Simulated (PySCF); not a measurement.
## Partial charges of `CO[Si@@H]1[SiH2][SiH2][SiH2][Si@H]1O`

CH12O2Si5.
Z-matrix (Å and degrees, GFN2-xTB geometry), rows numbered from 1:
```
C 
O   1  1.3878
Si  2  1.6439  1  125.81
Si  3  2.3481  2  107.86  1   -62.79
Si  4  2.3471  3  105.51  2   -78.41
Si  5  2.3456  4  107.85  3   -13.37
Si  3  2.3040  2   97.99  1  -172.56
O   7  1.6477  3   97.06  2  -166.39
H   1  1.0931  2  110.74  3   -66.08
H   1  1.0937  2  110.79  3    54.23
H   1  1.0904  2  108.63  3   174.18
H   3  1.4804  2  107.70  1    60.49
H   4  1.4703  3  112.61  2   160.98
H   4  1.4759  3  114.62  2    44.26
H   5  1.4718  4  111.84  3  -137.31
H   5  1.4727  4  111.26  3   109.11
H   6  1.4699  5  111.23  4   119.19
H   6  1.4760  5  111.18  4  -127.23
H   7  1.4762  3  122.56  2   -51.33
H   8  0.9530  7  121.77  3  -176.13
```

Density: PBE0/pcSseg-1 (PySCF); schemes: Mulliken, IAO, Hirshfeld and ESP-fitted. One conformer (not necessarily the lowest) at the GFN2-xTB geometry, without solvent, vibrations or thermal averaging.

Q: For which atoms does the sign change between the 4 schemes (beyond +0.03 e in one, beyond −0.03 e in another)?

A: For none.

Q: Do the Mulliken, IAO, Hirshfeld and ESP-fitted schemes agree on where the charge is lowest?

A: The schemes don't all agree: Mulliken O2 (-0.645); IAO O8 (-0.804); Hirshfeld O8 (-0.316); ESP-fitted O8 (-0.707).

Q: Give the atomic charges in each scheme.

A: In e:

| atom | environment | Mulliken | IAO | Hirshfeld | ESP-fitted |
| --- | --- | --- | --- | --- | --- |
| C1 | methoxy carbon | -0.006 | -0.196 | -0.037 | -0.109 |
| O2 | silyl ether oxygen | -0.645 | -0.643 | -0.233 | -0.391 |
| Si3 | oxygen-bound silicon | +0.430 | +0.603 | +0.245 | +0.421 |
| Si4 | SiH2 silicon | -0.028 | +0.099 | +0.131 | +0.005 |
| Si5 | SiH2 silicon | +0.030 | +0.154 | +0.143 | +0.219 |
| Si6 | SiH2 silicon | -0.026 | +0.101 | +0.129 | +0.006 |
| Si7 | oxygen-bound silicon | +0.467 | +0.623 | +0.248 | +0.356 |
| O8 | silanol oxygen | -0.572 | -0.804 | -0.316 | -0.707 |
| H9 | methyl hydrogen | +0.098 | +0.129 | +0.040 | +0.088 |
| H10 | methyl hydrogen | +0.099 | +0.124 | +0.035 | +0.074 |
| H11 | methyl hydrogen | +0.119 | +0.153 | +0.049 | +0.105 |
| H12 | Si–H hydrogen | -0.051 | -0.115 | -0.077 | -0.083 |
| H13 | Si–H hydrogen | -0.010 | -0.077 | -0.075 | -0.052 |
| H14 | Si–H hydrogen | -0.018 | -0.078 | -0.072 | -0.041 |
| H15 | Si–H hydrogen | -0.015 | -0.078 | -0.074 | -0.084 |
| H16 | Si–H hydrogen | -0.015 | -0.079 | -0.075 | -0.082 |
| H17 | Si–H hydrogen | -0.021 | -0.081 | -0.077 | -0.055 |
| H18 | Si–H hydrogen | -0.020 | -0.079 | -0.075 | -0.042 |
| H19 | Si–H hydrogen | -0.062 | -0.117 | -0.079 | -0.081 |
| H20 | hydroxyl hydrogen | +0.245 | +0.362 | +0.173 | +0.453 |

Mean size of the charges over all atoms: IAO 0.235 e, ESP-fitted 0.173 e, Mulliken 0.149 e, Hirshfeld 0.119 e. Each set sums to the total charge, 0, to within 0.001 e. The Hirshfeld scheme weights the molecular density at each point by an atom's share of the summed free-atom densities. The IAO scheme counts the electrons in orthogonalised intrinsic atomic orbitals, a minimal basis polarised so that it spans the occupied orbitals exactly.

Q: Sum the charges by element, for elements with more than one atom.

A: 
```
element  atoms  Mulliken     IAO  Hirshfeld  ESP-fitted
      O      2    -1.216  -1.448     -0.549      -1.097
     Si      5    +0.874  +1.580     +0.895      +1.007
      H     12    +0.349  +0.064     -0.309      +0.200
```

Q: How closely do the schemes follow one another over all atoms?

A: Correlation coefficient and root-mean-square difference: IAO with ESP-fitted 0.96, 0.107 e; Mulliken with IAO 0.96, 0.109 e; IAO with Hirshfeld 0.95, 0.196 e; Hirshfeld with ESP-fitted 0.92, 0.132 e; Mulliken with ESP-fitted 0.92, 0.101 e; Mulliken with Hirshfeld 0.87, 0.145 e.

The run behind these numbers computed NMR shieldings as well. On one thread, Intel Xeon at 2.70 GHz (x86_64), no GPU, shared host, this took 90 s of wall time and 1.1 GiB of memory at its peak.
